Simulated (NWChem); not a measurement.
System: ZnHSeF; SMILES [SeH][Zn][F]

```xyz
4

Zn    -0.2609     0.6349     0.0000
F     -0.3649     2.3769     0.0000
Se    -0.1445    -1.6353     0.0000
H      1.3274    -1.5788     0.0000
```
Atoms are numbered in this order, from 1.

Level: PBE0/def2-SVP (NWChem), optimised geometry, unscaled harmonic frequencies. This build's default masses of Se (78.918 u) and Br (79.917 u) are each other's, which moves their modes by up to 0.6 %.

List the harmonic frequencies with IR intensities, and the thermochemistry.


| frequency (cm⁻¹) | IR intensity (km/mol) |
|---|---|
| 109 | 22.1 |
| 115 | 20.5 |
| 279 | 2.1 |
| 593 | 0.2 |
| 700 | 77.5 |
| 2446 | 8.7 |

- zero-point energy = 6.1 kcal/mol
- thermal correction to the enthalpy at 298.15 K (with zero-point energy) = 9.8 kcal/mol
- heat capacity Cv = 13.4 cal/(mol K)
- entropy at 298.15 K and 1 atm (symmetry number 1) = 73.9 cal/(mol K)
- dipole moment = 1.44 D

Rigid rotor and harmonic oscillator.
